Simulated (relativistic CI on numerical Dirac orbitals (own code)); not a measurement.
## Inner-shell lines of Gd49+

Computed by Dirac-Coulomb-Breit CI, orbitals from a KLI potential per configuration, model QED (radiative potential, 1s self-energy scaled to tabulated hydrogen-like ionisation energies), unscaled Slater integrals (own radial code, finite nucleus).

CI space (outside the closed core 1s2 2s2): 2p⁶3s²3p³, 2p⁵3s²3p³3d, 2p⁵3s²3p³4s, 2p⁵3s²3p³4d, 2p⁶3s3p⁴, 2p⁵3s3p⁴4s. Levels of other configurations are missing.

The table holds the strongest lines. The upper levels have an inner-shell vacancy. Auger decay, open to those above the ionisation limit, is not computed, and radiative decays to configurations outside the model are missing too. Absolute energies can be off by a few tenths of a per cent, so close lines can change order. LS names give the leading component, which can be well under half, for lower levels too. Brackets number the levels in order of energy.

| E (eV) | Upper | Lower | A (s⁻¹) | gA (s⁻¹) |
| --- | --- | --- | --- | --- |
| 6467.7 | 2p⁵3s²3p³3d ²D5/2 [35] | 2p⁶3s²3p³ ²P°3/2 [1] | 2.63e+14 | 1.58e+15 |
| 6471.2 | 2p⁵3s²3p³3d ²D5/2 [89] | 2p⁶3s²3p³ ⁴S°3/2 [2] | 2.74e+14 | 1.64e+15 |
| 6474.2 | 2p⁵3s²3p³3d ⁴P5/2 [91] | 2p⁶3s²3p³ ⁴S°3/2 [2] | 2.65e+14 | 1.59e+15 |
| 6480.9 | 2p⁵3s²3p³3d ²D5/2 [139] | 2p⁶3s²3p³ ²P°3/2 [8] | 9.70e+14 | 5.82e+15 |
| 6483.0 | 2p⁵3s²3p³3d ²D5/2 [37] | 2p⁶3s²3p³ ²P°3/2 [1] | 9.03e+14 | 5.42e+15 |
| 6483.9 | 2p⁵3s²3p³3d ²F7/2 [106] | 2p⁶3s²3p³ ²D°5/2 [3] | 6.45e+14 | 5.16e+15 |
| 6484.0 | 2p⁵3s²3p³3d ²P3/2 [38] | 2p⁶3s²3p³ ²P°3/2 [1] | 1.21e+15 | 4.83e+15 |
| 6486.9 | 2p⁵3s²3p³3d ²D3/2 [112] | 2p⁶3s²3p³ ²P°1/2 [4] | 1.19e+15 | 4.75e+15 |
| 6487.1 | 2p⁵3s²3p³3d ²P1/2 [113] | 2p⁶3s²3p³ ²P°1/2 [4] | 1.36e+15 | 2.71e+15 |
| 6487.6 | 2p⁵3s²3p³3d ⁴P5/2 [103] | 2p⁶3s²3p³ ⁴S°3/2 [2] | 5.28e+14 | 3.17e+15 |
| 6489.1 | 2p⁵3s²3p³3d ⁴P1/2 [39] | 2p⁶3s²3p³ ²P°3/2 [1] | 1.23e+15 | 2.46e+15 |
| 6491.7 | 2p⁵3s²3p³3d ²D5/2 [110] | 2p⁶3s²3p³ ²D°5/2 [3] | 9.93e+14 | 5.96e+15 |
| 6492.8 | 2p⁵3s²3p³3d ²D3/2 [104] | 2p⁶3s²3p³ ⁴S°3/2 [2] | 9.15e+14 | 3.66e+15 |
| 6492.9 | 2p⁵3s²3p³3d ²P3/2 [141] | 2p⁶3s²3p³ ²P°3/2 [8] | 1.34e+15 | 5.36e+15 |
| 6493.7 | 2p⁵3s²3p³3d ²P3/2 [111] | 2p⁶3s²3p³ ²D°5/2 [3] | 1.18e+15 | 4.71e+15 |
| 6495.4 | 2p⁵3s²3p³3d ⁴P1/2 [107] | 2p⁶3s²3p³ ⁴S°3/2 [2] | 1.11e+15 | 2.21e+15 |
| 6501.3 | 2p⁵3s²3p³3d ²P1/2 [143] | 2p⁶3s²3p³ ²P°3/2 [8] | 1.01e+15 | 2.02e+15 |
| 6502.9 | 2p⁵3s²3p³3d ²D5/2 [144] | 2p⁶3s²3p³ ²P°3/2 [8] | 3.84e+14 | 2.30e+15 |
| 6503.6 | 2p⁵3s²3p³3d ²F7/2 [115] | 2p⁶3s²3p³ ²D°5/2 [3] | 3.62e+14 | 2.90e+15 |
| 7127.2 | 2p⁵3s²3p³3d ²F7/2 [169] | 2p⁶3s²3p³ ²D°5/2 [3] | 4.11e+14 | 3.29e+15 |
| 7127.4 | 2p⁵3s²3p³3d ⁴P3/2 [167] | 2p⁶3s²3p³ ⁴S°3/2 [2] | 6.21e+14 | 2.49e+15 |
| 7131.7 | 2p⁵3s²3p³3d ²D3/2 [149] | 2p⁶3s²3p³ ²P°3/2 [1] | 7.98e+14 | 3.19e+15 |
| 7132.7 | 2p⁵3s²3p³3d ²F5/2 [168] | 2p⁶3s²3p³ ⁴S°3/2 [2] | 3.23e+14 | 1.94e+15 |
| 7132.8 | 2p⁵3s²3p³3d ⁴P1/2 [206] | 2p⁶3s²3p³ ²P°3/2 [8] | 7.73e+14 | 1.55e+15 |
| 7133.6 | 2p⁵3s²3p³3d ²D5/2 [150] | 2p⁶3s²3p³ ²P°3/2 [1] | 7.88e+14 | 4.73e+15 |
| 7136.8 | 2p⁵3s²3p³3d ⁴P1/2 [151] | 2p⁶3s²3p³ ²P°3/2 [1] | 8.49e+14 | 1.70e+15 |
| 7144.2 | 2p⁵3s²3p³3d ²P3/2 [208] | 2p⁶3s²3p³ ²P°3/2 [8] | 5.98e+14 | 2.39e+15 |
| 7145.3 | 2p⁵3s²3p³3d ²D5/2 [209] | 2p⁶3s²3p³ ²P°3/2 [8] | 7.86e+14 | 4.71e+15 |
| 7148.4 | 2p⁵3s²3p³3d ⁴D5/2 [181] | 2p⁶3s²3p³ ²D°5/2 [3] | 2.69e+14 | 1.61e+15 |
| 7151.9 | 2p⁵3s²3p³3d ²D5/2 [175] | 2p⁶3s²3p³ ⁴S°3/2 [2] | 4.43e+14 | 2.66e+15 |
| 7152.1 | 2p⁵3s²3p³3d ²F7/2 [184] | 2p⁶3s²3p³ ²D°5/2 [3] | 2.08e+14 | 1.66e+15 |
| 8314.8 | 2p⁵3s²3p³4d ²F7/2 [345] | 2p⁶3s²3p³ ²D°5/2 [3] | 2.19e+14 | 1.75e+15 |
| 8319.1 | 2p⁵3s²3p³4d ²D5/2 [348] | 2p⁶3s²3p³ ²D°5/2 [3] | 3.22e+14 | 1.93e+15 |
| 8320.3 | 2p⁵3s²3p³4d ²P3/2 [349] | 2p⁶3s²3p³ ²D°5/2 [3] | 4.22e+14 | 1.69e+15 |
| 9014.6 | 2p⁵3s²3p³4d ²D5/2 [449] | 2p⁶3s²3p³ ²P°3/2 [1] | 2.72e+14 | 1.63e+15 |
